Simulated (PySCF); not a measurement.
**Fractional electron number in K⁻ (potassium, charge -1)**

The 4s beta orbital of [Ar] 4s2 is emptied in steps (occupation f), with all orbitals relaxed, ending at [Ar] 4s1. Computed with PySCF 2.14 in aug-cc-pVTZ-X2C (7s6p4d2f, 59 functions), with the spin-free X2C one-electron Hamiltonian (Gaussian nucleus). The exact energy is a straight line in f; departures are measured from the line between the end points of the same method.

```tsv
f	LDA (eV)	PBE (eV)	PBE0 (eV)	r2SCAN (eV)	LC-wPBE (eV)	BHandHLYP (eV)	B3LYP (eV)	TPSS (eV)
1	0.000	0.000	0.000	0.000	0.000	0.000	0.000	0.000
0.75	-0.253	-0.247	-0.169	-0.213	0.038	-0.120	-0.204	-0.243
0.5	-0.352	-0.341	-0.232	-0.289	0.048	-0.170	-0.284	-0.345
0.25	-0.273	-0.262	-0.176	-0.221	0.036	-0.134	-0.220	-0.289
0	0.000	0.000	0.000	0.000	0.000	0.000	0.000	0.000
```

```csv
method,E(f=0) − E(f=1) (eV),−ε at f=1 (eV),−ε at f=0.5 (eV)
LDA,0.587,-0.695,0.534
PBE,0.523,-0.737,0.480
PBE0,0.483,-0.388,0.463
r2SCAN,0.408,-0.684,0.396
LC-wPBE,0.411,0.648,0.406
BHandHLYP,0.403,-0.193,0.366
B3LYP,0.533,-0.502,0.489
TPSS,0.531,-0.700,0.429
```

Orbital energy along the path (eV):

| f | LDA | PBE | PBE0 | r2SCAN | LC-wPBE | BHandHLYP | B3LYP | TPSS |
| --- | --- | --- | --- | --- | --- | --- | --- | --- |
| 1 | 0.695 | 0.737 | 0.388 | 0.684 | -0.648 | 0.193 | 0.502 | 0.700 |
| 0.75 | 0.135 | 0.175 | -0.010 | 0.182 | -0.499 | -0.052 | 0.050 | 0.169 |
| 0.5 | -0.534 | -0.480 | -0.463 | -0.396 | -0.406 | -0.366 | -0.489 | -0.429 |
| 0.25 | -1.279 | -1.211 | -0.957 | -0.959 | -0.317 | -0.738 | -1.101 | -1.099 |
| 0 | -2.061 | -1.514 | -1.035 | -1.579 | -0.118 | -1.058 | -1.628 | -1.409 |

At f = 1 the orbital energy is positive for LDA, PBE, PBE0, r2SCAN, BHandHLYP, B3LYP, TPSS: only the finite basis holds the electron.

Reference removal energy between the ground levels: 0.501 eV (measured; photodetachment measurements, as compiled on the Wikipedia data page of electron affinities).
